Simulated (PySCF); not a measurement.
Two-component Hartree-Fock for Ir⁻ (iridium, charge -1)

Start: [Xe] 4f14 5d8 6s2; 5d3/2 filled at m_j = -3/2, -1/2, +1/2, +3/2; 5d5/2 filled at m_j = -1/2, +1/2, +3/2, +5/2. Calculated with PySCF 2.14 in x2c-SVPall-2c with one added diffuse shell each of s, d type (8s9p10d2f, 99 functions): generalised Hartree-Fock with the X2C-1e Hamiltonian and a Gaussian nucleus; one run each with spin-orbit coupling (SO) switched off, then screened by Boettger's factors.

```json
{"spinor shell": "1s1/2", "electrons": "2", "ε, spin-free (eV)": "-76521.0", "ε, screened SO (eV)": "-76494.4", "weight of nominal j (screened SO)": "1.000", "rms radius, screened SO (bohr)": "0.0197"}
{"spinor shell": "2s1/2", "electrons": "2", "ε, spin-free (eV)": "-13527.0", "ε, screened SO (eV)": "-13518.6", "weight of nominal j (screened SO)": "1.000", "rms radius, screened SO (bohr)": "0.0796"}
{"spinor shell": "2p1/2", "electrons": "2", "ε, spin-free (eV)": "-11759.5", "ε, screened SO (eV)": "-12927.8", "weight of nominal j (screened SO)": "1.000", "rms radius, screened SO (bohr)": "0.0675"}
{"spinor shell": "2p3/2", "electrons": "4", "ε, spin-free (eV)": "-11759.5", "ε, screened SO (eV)": "-11294.3", "weight of nominal j (screened SO)": "1.000", "rms radius, screened SO (bohr)": "0.0752"}
{"spinor shell": "3s1/2", "electrons": "2", "ε, spin-free (eV)": "-3223.3", "ε, screened SO (eV)": "-3220.5", "weight of nominal j (screened SO)": "1.000", "rms radius, screened SO (bohr)": "0.203"}
{"spinor shell": "3p1/2", "electrons": "2", "ε, spin-free (eV)": "-2697.9", "ε, screened SO (eV)": "-2956.4", "weight of nominal j (screened SO)": "1.000", "rms radius, screened SO (bohr)": "0.195"}
{"spinor shell": "3p3/2", "electrons": "4", "ε, spin-free (eV)": "-2697.9", "ε, screened SO (eV)": "-2592.8", "weight of nominal j (screened SO)": "1.000", "rms radius, screened SO (bohr)": "0.210"}
{"spinor shell": "3d3/2", "electrons": "4", "ε, spin-free (eV)": "-2111.0", "ε, screened SO (eV)": "-2155.5", "weight of nominal j (screened SO)": "1.000", "rms radius, screened SO (bohr)": "0.186"}
{"spinor shell": "3d5/2", "electrons": "6", "ε, spin-free (eV)": "-2111.0", "ε, screened SO (eV)": "-2078.5", "weight of nominal j (screened SO)": "1.000", "rms radius, screened SO (bohr)": "0.189"}
{"spinor shell": "4s1/2", "electrons": "2", "ε, spin-free (eV)": "-715.70", "ε, screened SO (eV)": "-714.79", "weight of nominal j (screened SO)": "1.000", "rms radius, screened SO (bohr)": "0.450"}
{"spinor shell": "4p1/2", "electrons": "2", "ε, spin-free (eV)": "-540.33", "ε, screened SO (eV)": "-602.02", "weight of nominal j (screened SO)": "1.000", "rms radius, screened SO (bohr)": "0.456"}
{"spinor shell": "4p3/2", "electrons": "4", "ε, spin-free (eV)": "-540.33", "ε, screened SO (eV)": "-515.00", "weight of nominal j (screened SO)": "1.000", "rms radius, screened SO (bohr)": "0.489"}
{"spinor shell": "4d3/2", "electrons": "4", "ε, spin-free (eV)": "-320.31", "ε, screened SO (eV)": "-329.57", "weight of nominal j (screened SO)": "1.000", "rms radius, screened SO (bohr)": "0.508"}
{"spinor shell": "4d5/2", "electrons": "6", "ε, spin-free (eV)": "-320.31", "ε, screened SO (eV)": "-313.13", "weight of nominal j (screened SO)": "1.000", "rms radius, screened SO (bohr)": "0.519"}
{"spinor shell": "5s1/2", "electrons": "2", "ε, spin-free (eV)": "-106.61", "ε, screened SO (eV)": "-106.43", "weight of nominal j (screened SO)": "1.000", "rms radius, screened SO (bohr)": "1.06"}
{"spinor shell": "4f5/2", "electrons": "6", "ε, spin-free (eV)": "-73.561", "ε, screened SO (eV)": "-74.950", "weight of nominal j (screened SO)": "0.998", "rms radius, screened SO (bohr)": "0.586"}
{"spinor shell": "4f7/2", "electrons": "8", "ε, spin-free (eV)": "-73.561", "ε, screened SO (eV)": "-71.741", "weight of nominal j (screened SO)": "0.999", "rms radius, screened SO (bohr)": "0.588"}
{"spinor shell": "5p1/2", "electrons": "2", "ε, spin-free (eV)": "-58.627", "ε, screened SO (eV)": "-68.977", "weight of nominal j (screened SO)": "0.994", "rms radius, screened SO (bohr)": "1.19"}
{"spinor shell": "5d3/2", "electrons": "4", "ε, spin-free (eV)": "-4.406", "ε, screened SO (eV)": "-5.350", "weight of nominal j (screened SO)": "0.860", "rms radius, screened SO (bohr)": "1.91"}
{"spinor shell": "5d5/2", "electrons": "4", "ε, spin-free (eV)": "-4.406", "ε, screened SO (eV)": "-3.562", "weight of nominal j (screened SO)": "0.883", "rms radius, screened SO (bohr)": "2.04"}
{"spinor shell": "6s1/2", "electrons": "2", "ε, spin-free (eV)": "-1.196", "ε, screened SO (eV)": "-1.199", "weight of nominal j (screened SO)": "0.996", "rms radius, screened SO (bohr)": "4.47"}
```

Task: Where does 5p3/2 lie, and what is the 5p spin-orbit splitting (screened SO)?

Result: At -54.124 eV, 14.853 eV above 5p1/2.

```csv
quantity,spin-free,screened SO
E (hartree),-17813.36608,-17837.89573
M_J,4,4
⟨J²⟩,20.081,20.083
⟨L²⟩,12.010,12.369
⟨S²⟩,2.071,2.141
```

The basis lacks diffuse functions for the outer shell of this anion, so its levels lie too high.

Each row is a mean over spinors that exchange with the open shell spreads, by up to 5.822 eV (5p3/2).

Rows whose weight is well below 1 are mixtures of j = l ± 1/2: exchange outweighs spin-orbit coupling there, and the label is only the starting occupation.

⟨J²⟩ departs a little from M_J(M_J + 1) because the unrestricted spinors polarise the closed shells.

Breit and QED terms are absent; they matter most for the inner s and p1/2 levels.

Densities and radii are taken from the X2C orbitals without a picture-change correction, which distorts them close to the nucleus.

Without spin-orbit coupling the j labels of p, d and f shells carry no meaning; the spin-free column gives the mean over the occupied spinors of each nl shell.
